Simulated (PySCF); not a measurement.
**Two-component Hartree-Fock for N(2+) (nitrogen, charge +2)**

Start: [He] 2s2 2p1; 2p1/2 filled at m_j = +1/2. Calculated with PySCF 2.14 in x2c-QZVPPall-2c (7s4p3d2f1g, 57 functions): generalised Hartree-Fock with the X2C-1e Hamiltonian and a Gaussian nucleus; one run each with spin-orbit coupling (SO) switched off, then screened by Boettger's factors.

```csv
spinor shell,electrons,"ε, spin-free (eV)","ε, screened SO (eV)",weight of nominal j (screened SO),"rms radius, screened SO (bohr)"
1s1/2,2,-466.01,-466.00,1.000,0.264
2s1/2,2,-56.499,-56.496,0.999,1.28
2p1/2,1,-48.088,-48.102,0.908,1.24
```

```
   quantity  spin-free  screened SO
E (hartree)  -52.85124    -52.85177
        M_J        1/2          1/2
       ⟨J²⟩      1.088        1.032
       ⟨L²⟩      2.015        2.015
       ⟨S²⟩      0.755        0.755
```

Each row is a mean over spinors that exchange with the open shell spreads, by up to 1.267 eV (2s1/2).

⟨J²⟩ departs a little from M_J(M_J + 1) because the unrestricted spinors polarise the closed shells.

Without spin-orbit coupling the j labels of p, d and f shells carry no meaning; the spin-free column gives the mean over the occupied spinors of each nl shell, and its ⟨J²⟩ belongs to a mixture of degenerate components.
